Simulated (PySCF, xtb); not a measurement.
C4H2BrF, SMILES Br/C(C#C)=C/F.

Harmonic wavenumbers (cm⁻¹) from GFN2-xTB (xtb 6.7.1) at its own minimum, in rising order: 110, 193, 209, 249, 338, 393, 484, 635, 657, 734, 782, 979, 1128, 1264, 1652, 2243, 3096, 3397.

Question: What does PBE-D3(BJ)/def2-SVP in PySCF give at its own minimum? (Estimate from the structure and the level; the computed values follow.)

Answer: 125, 204, 221, 272, 358, 430, 561, 604, 671, 751, 808, 997, 1184, 1304, 1641, 2146, 3145, 3406. Paired by order, the mean absolute difference is 31 cm⁻¹ and the zero-point energies are 26.5 and 26.9 kcal/mol.
